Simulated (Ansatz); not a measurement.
## F2GeHOSi: structure from calculated spectroscopic constants

These gas-phase data were calculated for one isomer of F2GeHOSi at B3LYP-D3(BJ)/def2-SVP (harmonic, unscaled wavenumbers; equilibrium rotational constants with average atomic masses):

```
rotational constants            : 7.722, 1.12, 0.9837 GHz
all wavenumbers above 1500 cm⁻¹ : 2123
```

Candidates:

(1) `F[SiH][O][Ge][F]`, a doublet
(2) `F[Si](F)[O][GeH]`, a doublet

Which structure fits?

Candidate (1). The band at 2123 cm⁻¹ lies where the Si–H stretch is expected; (2) has no mode between 2000 and 2380 cm⁻¹.

The same quantities for all candidates:

|  | rotational constants (GHz) | wavenumbers above 1500 cm⁻¹ | E above the lowest, B3LYP-D3(BJ)/def2-SVP (kcal/mol) |
| --- | --- | --- | --- |
| (1) | 7.722, 1.12, 0.9837 | 2123 | 0.0 |
| (2) | 6.885, 1.072, 0.9557 | 1827 | 4.3 |

Each candidate is one conformer. Open shells are spin-unrestricted. Programs: Ansatz 0.2.0.
